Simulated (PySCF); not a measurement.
Compound: C5H8OSi.
Bonds: C1–O2, O2–C3, C3–C4 (double), C4–Si5, Si5–C6, C6–C7 (double), C3–C7. Hydrogens: H8, H9, H10 on C1; H11 on C4; H12, H13 on Si5; H14 on C6; H15 on C7.

Level of theory: PySCF 2.14.0, PBE0-D3(BJ)/def2-SVP geometry optimisation, gas phase.

Question: List the bond lengths, angles and torsions at this level.

Answer: 
```
                bond  length (Å)   order
               C1–O2       1.402  single
               O2–C3       1.339  single
               C3=C4       1.358  double
              C4–Si5       1.857  single
              Si5–C6       1.880  single
               C6=C7       1.345  double
               C3–C7       1.485  single
C1–H8, C1–H9, C1–H10       1.102  single
              C4–H11       1.089  single
    Si5–H12, Si5–H13       1.497  single
              C6–H14       1.092  single
              C7–H15       1.095  single
```

Bonds in one row agree within 0.01 Å and their mean is given. Orders are formal, as drawn. A selection of angles:
```
      angle  degrees
   O2–C1–H8    106.9
   O2–C1–H9    111.2
   H8–C1–H9    109.4
   C1–O2–C3    117.3
   O2–C3–C4    128.7
   O2–C3–C7    113.8
   C4–C3–C7    117.6
  C3–C4–Si5    106.2
  C3–C4–H11    123.7
 Si5–C4–H11    130.1
  C4–Si5–C6     93.2
 C4–Si5–H12    114.8
 C6–Si5–H12    112.8
H12–Si5–H13    107.5
  Si5–C6–C7    106.6
 Si5–C6–H14    131.1
  C7–C6–H14    122.4
  C6–C7–H15    125.5
   C3–C7–C6    116.6
  C3–C7–H15    118.0
```

Dihedral angles: C1–O2–C3–C4 0° (synperiplanar); O2–C3–C4–Si5 180° (antiperiplanar); C3–C4–Si5–C6 0° (synperiplanar); C4–Si5–C6–C7 0° (synperiplanar); Si5–C6–C7–C3 0° (synperiplanar); O2–C3–C7–C6 180° (antiperiplanar).

The 7 heavy atoms lie in one plane (0.001 Å rms). O2 (ether oxygen) is bent (angle 117.3°). Of the pairs four or more bonds apart, C1···H11 is among the closest relative to their van der Waals radii: 2.64 Å, 91 % of the sum of Bondi's values. The 5-membered ring C3–C4–Si5–C6–C7 has internal angles of 93.2° to 117.6° (sum 540°, against 540° for a flat polygon); it is planar, 0.00 Å rms from its mean plane, widest ring torsion 0°. The C–C distances run from 1.345 Å (C6=C7, drawn double) to 1.485 Å (C3–C7, drawn single), a spread of 0.140 Å. The C–O distances run from 1.339 Å (O2–C3, drawn single) to 1.402 Å (C1–O2, drawn single), a spread of 0.063 Å. The C–Si distances run from 1.857 Å (C4–Si5, drawn single) to 1.880 Å (Si5–C6, drawn single), a spread of 0.023 Å.

Point group: Cs (every atom within 0.08 Å of its image). Stationary, but not proved a minimum. One conformer, not necessarily the lowest.

Time: 63 s of wall time; peak memory 0.62 GiB. Hardware: one thread of an Arm Neoverse V2, on a shared host. These figures are those of the optimisation.
